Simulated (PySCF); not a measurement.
Ge(F)2(Br)(Me) (CH3BrF2Ge), SMILES [CH3][Ge]([F])([F])[Br].

Coordinates come from a TPSSh-D3(BJ)/def2-SVP optimisation.

Method: TDA-B3LYP/def2-SVPD (PySCF 2.14.0).

Vertical excitations.  State labels are in the subgroup Cs.

| state | symmetry | energy (eV) | λ (nm) | f | main pairs |
|---|---|---|---|---|---|
| S1 | A' | 6.21 | 200 | 0.030 | HOMO→LUMO 98 % |
| S2 | A" | 6.23 | 199 | 0.014 | HOMO−1→LUMO 99 % |
| S3 | A' | 7.68 | 161 | 0.209 | HOMO−2→LUMO 75 %, HOMO−1→LUMO+2 17 % |
| S4 | A" | 7.89 | 157 | 0.001 | HOMO→LUMO+2 98 % |
| S5 | A' | 8.02 | 155 | 0.027 | HOMO→LUMO+1 94 % |
| S6 | A" | 8.07 | 154 | 0.017 | HOMO−1→LUMO+1 95 % |
| S7 | A' | 8.12 | 153 | 0.028 | HOMO−1→LUMO+2 55 %, HOMO→LUMO+3 34 % |
| S8 | A" | 8.35 | 149 | 0.019 | HOMO−1→LUMO+3 97 % |
| S9 | A' | 8.54 | 145 | 0.199 | HOMO→LUMO+3 40 %, HOMO−3→LUMO 33 %, HOMO−1→LUMO+2 8 % |
| S10 | A" | 8.64 | 144 | 0.004 | HOMO−4→LUMO 94 % |
| T1 | A' | 5.68 | 218 | 0 | HOMO→LUMO 97 % |
| T2 | A" | 5.73 | 216 | 0 | HOMO−1→LUMO 97 % |
| T3 | A' | 6.62 | 187 | 0 | HOMO−2→LUMO 95 % |
| T4 | A' | 7.62 | 163 | 0 | HOMO−1→LUMO+2 84 % |
Triplets are in the Tamm–Dancoff approximation.
